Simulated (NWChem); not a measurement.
Species: diboron tetrafluoride (B$_{2}$F$_{4}$); SMILES FB(B(F)F)F

```xyz
6

F      0.7983    -0.7983     1.5513
B      0.0000     0.0000     0.8574
F     -0.7983     0.7983     1.5513
B      0.0000     0.0000    -0.8574
F     -0.7983    -0.7983    -1.5513
F      0.7983     0.7983    -1.5513
```
Atoms are numbered in this order, from 1.

Program: NWChem. Structure relaxed at the B3LYP/6-31G* (spherical d) level. Field at 589 nm.

**Question.** Predict the results for B3LYP/aug-cc-pVDZ. Quantities: isotropic polarisability (bohr³); anisotropy (bohr³).

**Answer.** 
```
Quantity                          Value
--------------------------------  -----
isotropic polarisability (bohr³)   28.8
anisotropy (bohr³)                  4.0
```
